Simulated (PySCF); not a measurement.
ClFH5NSi2, SMILES N[SiH2][Si@H](F)Cl.

Geometry optimised at PBE0-D3(BJ)/def2-SVP. The structure was generated by enumeration; whether it is a known compound was not checked. The values are those of a single conformer.

The numbers are results of PySCF with B3LYP/def2-TZVP, not measurements.

Isolated molecule, no solvent.

| Item | Result |
|---|---|
| total energy | -1197.09098 hartree |
| highest occupied level | -7.11 eV |
| lowest empty level | -0.90 eV |
| orbital gap | 6.21 eV |
| dipole moment | 2.64 D |
| quadrupole, principal values (traceless, Buckingham form, about the centre of nuclear charge) | -7.81, 1.19, 6.61 D·Å |
| mean static polarisability | 72.2 bohr³ (10.70 Å³) |
| polarisability, principal values | 60.0, 67.7, 88.8 bohr³ |
